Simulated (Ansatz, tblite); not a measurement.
Cost and result up the ladder for the cluster GeS₂⁻ (the lowest doublet isomer of a short search) (3 atoms). Total charge -1; doublet. Geometry: PBE0-D4/def2-TZVPD.

```xyz
3

Ge   -0.409    0.412   -0.021
S     1.026    0.686    1.495
S    -0.617   -1.099   -1.473
```

Ansatz on 4 threads of Arm Neoverse V1 on a shared host; xTB runs through tblite on one thread. Times are rough, summed over both states, and most runs start from the orbitals of an earlier one. B2PLYP/def2-TZVPD serves as the yardstick here, not as an exact answer. Differences are given only for rows in sets of like size (and for xTB, whose basis is part of the method), since another set adds its own error. The other state is a quartet at its own geometry.

The 6-31G sets use Cartesian d functions. The xTB rows come from tblite. B3LYP takes the VWN-RPA correlation. Correlated methods freeze 19 core orbitals; core or outer-core shells of Ge are correlated, in sets that lack core-valence functions. In CCSD on the charge -1 quartet the largest single amplitude is 0.22, so its Hartree–Fock determinant may place the open shell otherwise than the density functionals do. The structure comes from a short search, and lower isomers may exist.

Run but left out: HF/6-31G, HF/def2-TZVPD, HF/def2-TZVPPD, MP2/def2-TZVPD, MP2/def2-TZVPPD (quartet: a determinant that CCSD turns far, T1 0.046).

Correlated methods converge slowly with the basis.

xTB has no spin-polarisation term.

```csv
level,functions,wall time,quartet − doublet (eV),difference from B2PLYP/def2-TZVPD (eV),remarks
GFN2-xTB,27,0.006 s,3.32,0.61,–
B3LYP-D4/6-31G,55,1.6 s,2.36,–,HOMO above zero (quartet)
PBE-D4/def2-TZVPD,146,3.8 s,2.54,-0.17,HOMO above zero (quartet)
RPA@PBE/def2-TZVPD,146,5.9 s,2.47,-0.24,–
PBE0-D4/def2-TZVPD,146,6.4 s,2.56,-0.14,HOMO above zero (quartet)
r2SCAN-D4/def2-TZVPD,146,10 s,2.51,-0.20,HOMO above zero (quartet)
B2PLYP/def2-TZVPD,146,10 s,2.71,0.00,–
BHLYP-D4/def2-TZVPD,146,11 s,2.53,-0.18,HOMO above zero (quartet)
r2SCAN0-D4/def2-TZVPD,146,19 s,2.51,-0.20,HOMO above zero (quartet)
ωB97M-V/def2-TZVPD,146,33 s,2.76,0.05,–
CCSD(T)/def2-TZVPPD,156,34 s,2.68,-0.03,large T1 (0.046) (quartet)
```
